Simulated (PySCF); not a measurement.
A species of formula C3H8Si has this rotational fingerprint, computed with PBE0-D3(BJ)/def2-SVP geometry optimisation, gas phase in PySCF 2.14.0:

```
Rotational constants : A = 11823, B = 3925, C = 3868 MHz
Dipole components    : |μa| = 0.75 D, |μb| = 0.02 D, |μc| = 0.34 D
Inertial defect      : -40.86 u·Å²
κ                    : -0.99
```

Question: Which candidate fits, each taken in the one conformer that was computed?
A. `C1C[SiH2]C1`
B. `[SiH3]C1CC1`
C. `[SiH]1(CC1)C`
D. `C=C(C)[SiH3]`

Answer: C. It is C[SiH]1CC1. The candidates at the same level (rigid rotor, commonest isotopes):

```csv
SMILES,A (MHz),B (MHz),C (MHz),μa (D),μb (D),μc (D),Δ (u·Å²),point group,rotor
[SiH3]C1CC1,14094,3539,3314,0.88,0.00,0.29,-26.17,Cs,near-prolate asymmetric top
C[SiH]1CC1,11823,3925,3868,0.75,0.02,0.34,-40.86,near Cs,–
C=C(C)[SiH3],8545,4264,2996,0.75,0.14,0.00,-9.00,Cs,asymmetric top
C1C[SiH2]C1,8856,6212,4219,0.43,0.00,0.16,-18.64,Cs,asymmetric top
```

`C1C[SiH2]C1` has B 58 % too high; `[SiH3]C1CC1` has A 19 % too high; `C=C(C)[SiH3]` has A 28 % too low. No structure here is proved a minimum.
